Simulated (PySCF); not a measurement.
Job for PySCF: R-M06-2X/def2-TZVPP on H4SSi (SMILES [SiH3]S), a point of a torsion scan.

```python
from pyscf import gto, dft

mol = gto.M(
    atom='''
    Si   -0.59477711   -0.04109569   -0.02136797
    S     1.43362896   -0.28800095   -0.68462245
    H    -0.72010183   -0.76847722    1.23418637
    H    -1.47805618   -0.59872265   -1.03831956
    H    -0.73876040    1.39582091    0.12303110
    H     1.56124106   -1.56254328   -0.34856527
    ''',
    basis='def2-tzvpp',
    charge=0, spin=0, verbose=4, max_memory=1800)
mf = dft.RKS(mol, xc='m062x').density_fit(auxbasis='def2-universal-jkfit')
mf.grids.level = 4
mf.conv_tol = 1e-9
mf.max_cycle = 150
mf.kernel()
mf.dip_moment()
```

It printed:

```
PySCF version 2.14.0

[INPUT] verbose = 4
[INPUT] num. atoms = 6
[INPUT] num. electrons = 34
[INPUT] charge = 0
[INPUT] spin (= nelec alpha-beta = 2S) = 0
[INPUT] symmetry False subgroup None
[INPUT] Mole.unit = angstrom
[INPUT] Symbol           X                Y                Z      unit          X                Y                Z       unit  Magmom
[INPUT]  1 Si    -0.594777110000  -0.041095690000  -0.021367970000 AA   -1.123965843060  -0.077659599000  -0.040379611138 Bohr   0.0
[INPUT]  2 S      1.433628960000  -0.288000950000  -0.684622450000 AA    2.709166098645  -0.544242919115  -1.293748929229 Bohr   0.0
[INPUT]  3 H     -0.720101830000  -0.768477220000   1.234186370000 AA   -1.360795240498  -1.452211478767   2.332274225971 Bohr   0.0
[INPUT]  4 H     -1.478056180000  -0.598722650000  -1.038319560000 AA   -2.793121376921  -1.131421833074  -1.962139598179 Bohr   0.0
[INPUT]  5 H     -0.738760400000   1.395820910000   0.123031100000 AA   -1.396054827674   2.637719238841   0.232495083804 Bohr   0.0
[INPUT]  6 H      1.561241060000  -1.562543280000  -0.348565270000 AA    2.950318017826  -2.952778856980  -0.658692896835 Bohr   0.0

nuclear repulsion = 89.4921207847315
number of shells = 52
number of NR pGTOs = 190
number of NR cGTOs = 140
basis = def2-tzvpp
ecp = {}


******** <class 'pyscf.df.df_jk.DFRKS'> ********
method = DFRKS
initial guess = minao
damping factor = 0
level_shift factor = 0
DIIS = <class 'pyscf.scf.diis.CDIIS'>
diis_start_cycle = 1
diis_space = 8
diis_damp = 0
SCF conv_tol = 1e-09
SCF conv_tol_grad = None
SCF max_cycles = 150
direct_scf = False
XC library pyscf.dft.libxc version 7.1.2
    S. Lehtola, C. Steigemann, M. J. T. Oliveira, and M. A. L. Marques,  SoftwareX 7, 1–5 (2018)
XC functionals = m062x
    Y. Zhao and D. G. Truhlar,  Theor. Chem. Acc. 120, 215 (2008)
    Y. Zhao and D. G. Truhlar,  Theor. Chem. Acc. 120, 215 (2008)
radial grids:
    Treutler-Ahlrichs [JCP 102, 346 (1995); DOI:10.1063/1.469408] (M4) radial grids

becke partition: Becke, JCP 88, 2547 (1988); DOI:10.1063/1.454033
pruning grids: <function nwchem_prune>
grids dens level: 4
symmetrized grids: False
atomic radii adjust function: <function treutler_atomic_radii_adjust>
small_rho_cutoff = 0
Set gradient conv threshold to 3.16228e-05
Initial guess from minao.
tot grids = 120440
******** <class 'pyscf.df.df.DF'> ********
auxbasis = def2-universal-jkfit
init E= -689.988229787251
  HOMO = -0.30666438060879  LUMO = -0.0119151781885146  gap/eV = 8.02053
cycle= 1 E= -690.06108324655  delta_E= -0.0729  |g|= 0.234  |ddm|= 1.66
  HOMO = -0.285881779716664  LUMO = 0.020471205833708  gap/eV = 8.33629
cycle= 2 E= -690.070513738496  delta_E= -0.00943  |g|= 0.18  |ddm|= 0.376
  HOMO = -0.314195961838866  LUMO = 0.02824191078372  gap/eV = 9.31821
cycle= 3 E= -690.079138109731  delta_E= -0.00862  |g|= 0.0218  |ddm|= 0.175
  HOMO = -0.312696156256134  LUMO = 0.029304524411863  gap/eV = 9.30631
cycle= 4 E= -690.07924748315  delta_E= -0.000109  |g|= 0.00504  |ddm|= 0.0202
  HOMO = -0.312572609327432  LUMO = 0.0293576406830027  gap/eV = 9.30440
cycle= 5 E= -690.079254160495  delta_E= -6.68e-06  |g|= 0.00165  |ddm|= 0.00527
  HOMO = -0.312503898360003  LUMO = 0.0292943386600726  gap/eV = 9.30080
cycle= 6 E= -690.07925480305  delta_E= -6.43e-07  |g|= 0.00044  |ddm|= 0.0014
  HOMO = -0.312472542667059  LUMO = 0.0293196555532589  gap/eV = 9.30064
cycle= 7 E= -690.079254858513  delta_E= -5.55e-08  |g|= 9.72e-05  |ddm|= 0.000442
  HOMO = -0.312487252749001  LUMO = 0.0293127875856634  gap/eV = 9.30085
cycle= 8 E= -690.079254861217  delta_E= -2.7e-09  |g|= 1.31e-05  |ddm|= 0.000116
  HOMO = -0.312484514144739  LUMO = 0.0293134916913971  gap/eV = 9.30080
cycle= 9 E= -690.079254861299  delta_E= -8.21e-11  |g|= 3.46e-06  |ddm|= 2.5e-05
  HOMO = -0.312485437570594  LUMO = 0.029313142846874  gap/eV = 9.30081
Extra cycle  E= -690.079254861303  delta_E= -4.43e-12  |g|= 2.17e-06  |ddm|= 5.98e-06
converged SCF energy = -690.079254861303
Dipole moment(X, Y, Z, Debye): -1.11043, -0.55435,  0.59138
```

Self-consistency was reached.

Cost: about 21 core-seconds (a rough figure).
